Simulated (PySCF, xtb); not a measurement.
In(Me)2(NH2) (C2H8InN), SMILES [In]([CH3])([NH2])[CH3]. Other conformers were not sampled.

Harmonic wavenumbers (cm⁻¹) from GFN2-xTB (xtb) at its own minimum, in rising order: 22, 36, 91, 102, 111, 203, 366, 428, 461, 513, 538, 575, 623, 633, 646, 1190, 1204, 1437, 1440, 1444, 1446, 1497, 2976, 2983, 2986, 2987, 2990, 2995, 3372, 3395.

What does B3LYP-D3(BJ)/def2-SVP run with PySCF 2.14.0 give at its own minimum? (Estimate from the structure and the level; the computed values follow.)

41, 48, 92, 105, 127, 190, 369, 467, 504, 588, 611, 669, 710, 713, 739, 1181, 1184, 1433, 1434, 1436, 1439, 1508, 3037, 3039, 3136, 3136, 3147, 3147, 3556, 3661. Paired by order, the mean absolute difference is 63 cm⁻¹ and the zero-point energies are 56.7 and 59.2 kcal/mol.
